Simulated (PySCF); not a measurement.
C4H8NO, SMILES CN(C)C(=O)[CH2], multiplicity 2.

Coordinates come from a r2SCAN-D4/def2-SVP optimisation. The isomer is the one that the SMILES or the coordinates give; other isomers of the formula were not compared.

Calculation: PBE0/def2-TZVP (PySCF).

Isolated molecule, no solvent.

| Quantity | Result |
|---|---|
| total energy | -286.93848 hartree |
| α spin, highest occupied and lowest empty level | -6.89 and 1.02 eV |
| β spin, highest occupied and lowest empty level | -6.74 and -2.76 eV |
| dipole moment | 3.83 D |
| quadrupole, principal values (traceless, Buckingham form, about the centre of nuclear charge) | -6.52, -0.99, 7.51 D·Å |
| mean static polarisability | 61.6 bohr³ (9.13 Å³) |
| polarisability, principal values | 43.8, 65.4, 75.6 bohr³ |
| ⟨S²⟩ | 0.758 (pure state 0.75) |
